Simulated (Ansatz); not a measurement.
`[NH2][Ti]([F])([F])[F]` and `[F][Ti]([F])([F])[Cl]` differ in one atom or group.

Ansatz, PBE0-D4/def2-TZVP geometries, multiplicity 1. Each molecule was computed in one conformer, which needn't be the lowest.

Scalar relativity is left out up to krypton.

| property | `[NH2][Ti]([F])([F])[F]` |
| --- | --- |
| LUMO energy (B3LYP/def2-TZVPP) / eV | -2.80 |
| HOMO energy (ωB97M-V/def2-TZVPP) / eV | -10.94 |
| size of the dipole moment (ωB97M-V/def2-TZVPP) / D | 2.80 |
| size of the dipole moment (PBE/def2-TZVPP) / D | 2.73 |
| LUMO energy (PBE/def2-TZVPP) / eV | -3.48 |
| HOMO–LUMO gap (PBE/def2-TZVPP) / eV | 3.60 |

(1) Give the same properties after the change, and the shifts. (An estimate is asked.)

Results:

(1) The calculation gave: 
| property | `[F][Ti]([F])([F])[Cl]` | shift |
| --- | --- | --- |
| LUMO energy (B3LYP/def2-TZVPP) / eV | -3.63 | -0.83 |
| HOMO energy (ωB97M-V/def2-TZVPP) / eV | -12.48 | -1.54 |
| size of the dipole moment (ωB97M-V/def2-TZVPP) / D | 0.11 | -2.69 |
| size of the dipole moment (PBE/def2-TZVPP) / D | 0.12 | -2.61 |
| LUMO energy (PBE/def2-TZVPP) / eV | -4.21 | -0.73 |
| HOMO–LUMO gap (PBE/def2-TZVPP) / eV | 4.53 | 0.93 |

With PBE0 the HOMO falls by 1.65 eV and the LUMO falls by 0.87 eV, so the gap widens by about 0.78 eV. PBE moves the HOMO by -1.66 eV and ωB97M-V by -1.54 eV. The zero-point energy changes by -59.8 kJ/mol with -6 modes. Dipoles are sizes alone; their direction can turn.

B3LYP here is the variant with VWN-RPA as its local correlation; programs differ in this.
